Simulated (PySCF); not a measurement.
Structure from NMR data

An unknown has the formula C₅H₁₆N₂Si₂. Its calculated NMR data are:

1H NMR (400 MHz, computed): δ 4.65 (s, 6H), 2.85 (m, 4H), 1.72 (m, 4H), 1.32 (m, 2H).

13C{1H} NMR (computed): δ 57.7 (CH2), 31.2 (CH2), 27.9 (CH2).

PySCF 2.14 calculation with shieldings: GIAO PBE0/pcSseg-1 and structure optimised with GFN2-xTB; one computed conformer, rapidly exchanging positions averaged, no solvent model, relativity neglected.

Referencing at the same level of theory: 1H, 13C against TMS.

Propose a structure and justify it.

Results:


- The formula gives 1 degree of unsaturation (1 ring in the answer).
- 3 carbon signals for 5 carbons: some carbons are equivalent by symmetry or fast rotation.
- Carbon types of the structure: 5 × CH2, leaving 6 H on heteroatoms.
- δC 57.7: sp3 CH2 bonded to N; pulled downfield by the heteroatom.
- δC 31.2, 27.9: sp3 CH2 in a ring; a saturated carbon with 2 carbon neighbours and no heteroatom attached.
- δH 4.65: hydrogen on a silicon bonded to N.
- δH 2.85: hydrogen on an sp3 CH2 bonded to N; its carbon carries N, an electronegative neighbour.
- δH 1.72, 1.32: hydrogen on an sp3 CH2 in a ring.

Structure: SMILES [SiH3]N([SiH3])N1CCCCC1.

This is the structure that produced the data.

Shifts are as computed. Against solution values, carbons near 30 ppm lie about +3 ppm off and those near 130 ppm about +5 ppm. Of 1211 compounds with measured shifts, 218 miss one by over three times the rms of a fit or turn the order of signals round; such compounds aren't used in these exercises. No couplings were computed; multiplicities are counted from neighbouring protons, with m where these are inequivalent, close in shift, in a saturated or five-membered ring or joined by F or P, and br s for small geminal =CH2 splittings.
